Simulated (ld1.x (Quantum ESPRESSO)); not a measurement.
An all-electron radial function and its pseudo partner (selenium)

Columns: radius, all-electron u(r) and pseudo u(r) of the 3d shell (level -53.39 eV) of selenium in the configuration [Ar] 3d10 4s2 4p4; LDA (PZ), scalar-relativistic, PAW scheme, ld1.x (Quantum ESPRESSO) 7.5.

```json
{"r (bohr)": "0.091", "all-electron": "0.1777", "pseudo": "0.0106"}
{"r (bohr)": "0.182", "all-electron": "0.6201", "pseudo": "0.0779"}
{"r (bohr)": "0.273", "all-electron": "0.9956", "pseudo": "0.2296"}
{"r (bohr)": "0.364", "all-electron": "1.1970", "pseudo": "0.4495"}
{"r (bohr)": "0.455", "all-electron": "1.2493", "pseudo": "0.6849"}
{"r (bohr)": "0.546", "all-electron": "1.2066", "pseudo": "0.8719"}
{"r (bohr)": "0.637", "all-electron": "1.1134", "pseudo": "0.9649"}
{"r (bohr)": "0.728", "all-electron": "0.9985", "pseudo": "0.9561"}
{"r (bohr)": "0.819", "all-electron": "0.8790", "pseudo": "0.8742"}
{"r (bohr)": "0.910", "all-electron": "0.7637", "pseudo": "0.7639"}
{"r (bohr)": "1.001", "all-electron": "0.6575", "pseudo": "0.6575"}
{"r (bohr)": "1.092", "all-electron": "0.5622", "pseudo": "0.5622"}
{"r (bohr)": "1.183", "all-electron": "0.4782", "pseudo": "0.4782"}
{"r (bohr)": "1.274", "all-electron": "0.4052", "pseudo": "0.4052"}
{"r (bohr)": "1.365", "all-electron": "0.3423", "pseudo": "0.3423"}
{"r (bohr)": "1.456", "all-electron": "0.2885", "pseudo": "0.2885"}
{"r (bohr)": "1.547", "all-electron": "0.2426", "pseudo": "0.2426"}
{"r (bohr)": "1.638", "all-electron": "0.2038", "pseudo": "0.2038"}
{"r (bohr)": "1.729", "all-electron": "0.1709", "pseudo": "0.1709"}
{"r (bohr)": "1.820", "all-electron": "0.1432", "pseudo": "0.1432"}
{"r (bohr)": "1.911", "all-electron": "0.1198", "pseudo": "0.1198"}
{"r (bohr)": "2.002", "all-electron": "0.1003", "pseudo": "0.1003"}
{"r (bohr)": "2.093", "all-electron": "0.0838", "pseudo": "0.0838"}
{"r (bohr)": "2.184", "all-electron": "0.0700", "pseudo": "0.0700"}
{"r (bohr)": "2.275", "all-electron": "0.0585", "pseudo": "0.0585"}
{"r (bohr)": "2.366", "all-electron": "0.0488", "pseudo": "0.0488"}
```

(1) How many radial nodes do the two functions have?

(2) At about which radius was the pseudo-wave matched?

(3) Where does each function peak?

(4) Is the pseudo-wave norm-conserving?

## Answers

(1) The all-electron 3d function has n − l − 1 = 0; the pseudo-wave has 0.

(2) 0.98 bohr, where the columns begin to agree (steps of 0.09 bohr).

(3) Outermost all-electron maximum near 0.46 bohr, pseudo maximum near 0.64 bohr (to the table’s step).

(4) No, it belongs to a PAW set: the norm inside the radius is not constrained, and the difference is carried by the augmentation charge.
